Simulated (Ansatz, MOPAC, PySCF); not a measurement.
Molecule: C₂H₂Cl (charge 0, doublet). SMILES: [H]/[C]=C\Cl
Geometry: optimised at B3LYP-D3(BJ)/def2-TZVP (Ansatz, a program for electronic structure).

Unscaled harmonic wavenumbers (cm⁻¹) in rising order, each level at the stationary point that it reaches from this structure (no distance between atoms moves by over 0.3 Å); the order of modes can differ between levels, and a negative number is imaginary. B3LYP-D3(BJ)/def2-TZVP (PySCF, at the structure above): 346, 645, 664, 787, 837, 1216, 1635, 3194, 3299.

AM1 (MOPAC): 337, 509, 710, 818, 845, 1144, 1717, 3145, 3402. Zero-point energy 18.1 against 18.0 kcal/mol; where all levels lie over 400 cm⁻¹, the wavenumbers are on average 0.989 times those of B3LYP-D3(BJ)/def2-TZVP.

PM3 (MOPAC): 342, 536, 657, 721, 773, 1083, 1656, 3037, 3302. Zero-point energy 17.3 against 18.0 kcal/mol; where all levels lie over 400 cm⁻¹, the wavenumbers are on average 0.939 times those of B3LYP-D3(BJ)/def2-TZVP.

HF/3-21G (Ansatz): 368, 568, 680, 882, 919, 1284, 1499, 3450, 3466. Zero-point energy 18.8 against 18.0 kcal/mol; where all levels lie over 400 cm⁻¹, the wavenumbers are on average 1.028 times those of B3LYP-D3(BJ)/def2-TZVP.

HF/6-31G* (Ansatz): 400, 673, 760, 898, 983, 1349, 1506, 3423, 3465. Zero-point energy 19.2 against 18.0 kcal/mol; where all levels lie over 400 cm⁻¹, the wavenumbers are on average 1.082 times those of B3LYP-D3(BJ)/def2-TZVP.
